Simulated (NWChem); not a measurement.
# disiloxane (Si2H6O); SMILES [SiH3]O[SiH3]

Give the equilibrium geometry at PBE0/def2-SVP (NWChem) as an XYZ file, with the point group.

point group C2v; any orientation.
```
9

Si     0.0133     1.5954    -0.0526
O      0.2308     0.0006     0.3343
Si     0.0195    -1.5953    -0.0516
H     -1.4435     1.9073    -0.1725
H      0.6110     2.4295     1.0275
H      0.6817     1.9111    -1.3516
H      0.6891    -1.9093    -1.3503
H     -1.4361    -1.9129    -0.1713
H      0.6204    -2.4264     1.0290
```
